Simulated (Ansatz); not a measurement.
`CB(F)BC=N`, charge 0, multiplicity 1.

Q: Give a relaxed structure at PBE0-D4/def2-TZVP (the Gaussian-basis code of Ansatz). (Best estimate.)

A: The calculation gave: 
Z-matrix (Å, degrees):
```
C
B 1 1.562
H 1 1.091 2 114.5
H 1 1.094 2 111.1 3 -124.3
H 1 1.098 2 107.8 3 119.4
F 2 1.341 1 117.1 3 165.2
B 2 1.689 1 124.5 3 -17.5
C 7 1.556 2 121.6 1 -100.0
H 7 1.201 2 121.6 1 82.2
N 8 1.277 7 120.5 2 -61.1
H 8 1.096 7 123.0 2 126.7
H 10 1.025 8 111.4 7 8.5
```
This is one stationary point; other conformers may exist.
